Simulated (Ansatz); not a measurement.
The cluster Li9O5. Total charge 0; doublet. Geometry PBE-D4/def2-SVP.

```xyz
14

Li   -0.523   -1.878   -0.961
Li   -1.326   -1.324    1.720
Li    2.002    1.533    0.334
Li    1.753   -1.686    0.743
Li   -0.256    1.638   -1.406
Li    1.294   -0.315   -1.713
Li   -1.077    1.895    1.311
Li    0.102    0.031    0.309
Li   -2.071    0.076   -0.645
O     0.000   -2.020    0.749
O     0.320    2.119    0.223
O    -1.817    0.282    1.118
O     2.139   -0.183   -0.137
O    -0.541   -0.167   -1.644
```

The structure comes from a short search, and lower isomers may exist.

Task: Estimate the α-spin orbital energies around the gap (eV) in Ansatz with PBE-D4/def2-SVP, PBE-D4/def2-TZVP, PBE0-D4/def2-SVP, PBE0-D4/def2-TZVP, CAM-B3LYP-D4/def2-TZVP.

Result: 
```tsv
orbital	PBE-D4/def2-SVP	PBE-D4/def2-TZVP	PBE0-D4/def2-SVP	PBE0-D4/def2-TZVP	CAM-B3LYP-D4/def2-TZVP
HOMO−5	-4.66	-4.73	-6.14	-6.22	-7.76
HOMO−4	-4.61	-4.71	-6.08	-6.18	-7.72
HOMO−3	-4.46	-4.55	-5.94	-6.03	-7.56
HOMO−2	-4.45	-4.55	-5.94	-6.03	-7.56
HOMO−1	-4.27	-4.37	-5.79	-5.89	-7.37
HOMO	-4.24	-4.34	-5.57	-5.69	-7.18
LUMO	-1.05	-1.10	-0.49	-0.51	-0.02
LUMO+1	-0.53	-0.48	-0.02	0.07	0.52
LUMO+2	-0.53	-0.48	-0.02	0.07	0.53
LUMO+3	-0.36	-0.30	0.13	0.24	0.67
LUMO+4	0.03	0.12	0.52	0.69	1.11
LUMO+5	0.14	0.27	0.59	0.79	1.17
β HOMO	-4.06	-4.14	-4.79	-4.87	-6.06
β LUMO	-3.53	-3.63	-2.97	-3.07	-2.57
```
